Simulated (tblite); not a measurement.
Species: C5H18Si4.
Geometry (GFN2-xTB, Å), atoms numbered from 1 in this order:
```
atom  x, y, z in Å
Si1    3.5034    1.3889    0.5094
Si2    2.7994   -0.7510   -0.0330
Si3    0.6694   -1.0483   -0.9370
Si4   -0.4684   -2.9792   -0.3112
C5    -0.3795    0.4718   -0.4282
C6    -1.7575    0.5408   -1.0905
C7    -2.5659    1.4160   -0.1387
C8    -2.1518    0.8920    1.2349
C9    -0.6666    0.5199    1.0862
H10    4.8071    1.7505   -0.0521
H11    2.5625    2.4059    0.0256
H12    3.6067    1.5961    1.9567
H13    2.8911   -1.5899    1.1771
H14    3.7802   -1.3825   -0.9322
H15    0.7464   -0.9652   -2.4148
H16   -0.4518   -4.0144   -1.3471
H17    0.1543   -3.5717    0.8776
H18   -1.8804   -2.7845    0.0370
H19    0.1542    1.3885   -0.7014
H20   -2.2113   -0.4516   -1.1462
H21   -1.7048    0.9463   -2.1006
H22   -3.6402    1.3458   -0.3048
H23   -2.2651    2.4595   -0.2498
H24   -2.3168    1.6251    2.0237
H25   -2.7367    0.0023    1.4746
H26   -0.0256    1.2577    1.5715
H27   -0.4723   -0.4424    1.5664
```

Calculated harmonic vibrations of the isolated species, GFN2-xTB (tblite), most abundant isotopes, no scaling. Against measured fundamentals such values can be off by several per cent, at times by over 20. Modes of hydrogen on silicon can be 10 to 20 % off. One conformer, not necessarily the lowest. The optimisation stopped once no atom felt more than 0.01 eV/Å.

Lowest wavenumbers of the output (negative numbers stand for imaginary wavenumbers):
```
mode    cm-1
  1     -45.0
  2     -29.2
  3       8.5
  4      12.0
  5      43.8
  6      59.2
  7     100.5
  8     107.8
```

Question: Is this structure a minimum?

Answer: Not by this Hessian. 2 modes are imaginary beyond 20i (45i and 29i cm⁻¹), so at this level the point lies at or near a saddle of order 2. The curvature is small, so loose convergence or finite differences may be the whole cause.

Question: Which atoms move in the imaginary modes?

Answer: 45i: H12 (Si–H hydrogen) 35 %, H10 (Si–H hydrogen) 31 %, H11 (Si–H hydrogen) 27 %; 29i: H16 (Si–H hydrogen) 34 %, H18 (Si–H hydrogen) 29 %, H17 (Si–H hydrogen) 28 %. These are shares of the mass-weighted motion.

Question: What is the remedy?

Answer: Step along such a mode in both directions, optimise again with tighter thresholds and repeat the frequencies. The zero-point energy of this point (126.5 kcal/mol) counts the 73 real modes alone, and thermal corrections from it aren't those of a minimum.
